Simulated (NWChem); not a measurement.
BeSiH$_{4}$O; SMILES [SiH3][Be][OH]

```xyz
7

Be     0.6558     0.0441    -0.4567
O      1.7793     0.0694    -1.2787
H      2.5408     0.0873    -1.8431
Si    -1.0911     0.0039     0.8220
H     -1.9282    -1.2222     0.6033
H     -1.9911     1.1823     0.5917
H     -0.7299     0.0205     2.2784
```
Atoms are numbered in this order, from 1.

The geometry was optimised at PBE0/def2-SVP.

 Unshifted, non-relativistic core excitations; the lowest 4 roots alone, so stronger bands may lie above.

**Question.** List the first Si K-edge excitations from B3LYP/6-311G** (spherical d), restricted-window TDA (NWChem).

**Answer.** 
```csv
state,energy (eV),dipole oscillator strength,leading excitation (squared amplitude)
S1,1796.1,0.0007,1s of atom 4 or its equivalents → LUMO (0.98)
S2,1796.1,0.0007,1s of atom 4 or its equivalents → LUMO+1 (0.98)
S3,1796.8,0.0004,1s of atom 4 or its equivalents → LUMO+2 (0.95)
S4,1798.1,0.0013,1s of atom 4 or its equivalents → LUMO+3 (0.61)
```
